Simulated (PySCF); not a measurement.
## Correlation energy of Ag⁺ (silver, charge +1)

[Kr] 4d10, closed-shell 1S. Computed with PySCF 2.14 in def2-TZVPPD with the def2 core potential (28 electrons) (6s4p3d2f1g, 56 functions), with a scalar-relativistic core potential. Frozen: nothing; 18 electrons correlated.

```tsv
level	correlation energy (mhartree)
CCSD	-589.84
(T)	-14.56
CCSD(T)	-604.40
```

Diagnostics: T1 = 0.0053, D1 = 0.0101, largest double amplitude 0.023.

Cost of the coupled-cluster step: roughly 4 core-seconds, for 18 correlated electrons.

The basis has no tight functions for the innermost shells, so their pair energies are far from complete.

This basis was not built for core-valence correlation, so the inner-shell part is incomplete.
